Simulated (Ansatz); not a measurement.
`[CH3][Y]([CH3])[OH]`. Total charge 0; spin multiplicity 1. Y: def2 effective core potential.

Z-matrix (Å, degrees):
```
C
Y 1 2.359
H 1 1.097 2 115.7
H 1 1.100 2 109.3 3 119.7
H 1 1.100 2 112.7 3 -123.3
C 2 2.359 1 110.4 3 -171.8
O 2 2.004 1 115.4 3 -39.2
H 6 1.098 2 115.3 1 -159.4
H 6 1.099 2 110.6 1 80.8
H 6 1.099 2 111.9 1 -37.1
H 7 0.953 2 170.7 1 -65.8
```

What are the harmonic wavenumbers in cm⁻¹ at PBE0-D4/def2-TZVP (Ansatz, finite differences of forces, unscaled)? (An estimate is asked.)

Computed: 20, 22, 69, 107, 119, 240, 351, 375, 388, 401, 436, 461, 466, 639, 1146, 1148, 1421, 1425, 1425, 1429, 2988, 2991, 3055, 3065, 3069, 3080, 3997.

Is this a minimum?

Yes, all 27 modes are real.

Give the ideal-gas thermochemistry at 298.15 K and 1 bar (rigid rotor, harmonic oscillator; point group C1, symmetry number 1).

Zero-point energy 205.4 kJ/mol; H(298) − E = 233.2 kJ/mol; entropy 418.5 J/(mol·K), of which translation 170.1, rotation 112.0, vibration 136.3; G(298) − E = 108.4 kJ/mol. Modes under 100 cm⁻¹ are hindered rotations or soft bends, so the harmonic entropy is rough.

And at 400, 500, 600, 800 and 1000 K?


```json
{"T (K)": "400", "H − E (kJ/mol)": "247.4", "S (J/mol/K)": "459.3", "G − E (kJ/mol)": "63.7"}
{"T (K)": "500", "H − E (kJ/mol)": "262.6", "S (J/mol/K)": "493.3", "G − E (kJ/mol)": "16.0"}
{"T (K)": "600", "H − E (kJ/mol)": "279.0", "S (J/mol/K)": "523.1", "G − E (kJ/mol)": "-34.9"}
{"T (K)": "800", "H − E (kJ/mol)": "314.2", "S (J/mol/K)": "573.7", "G − E (kJ/mol)": "-144.7"}
{"T (K)": "1000", "H − E (kJ/mol)": "352.5", "S (J/mol/K)": "616.3", "G − E (kJ/mol)": "-263.8"}
```

Rotational constants (cm⁻¹)?

0.1285, 0.1235, 0.07032.
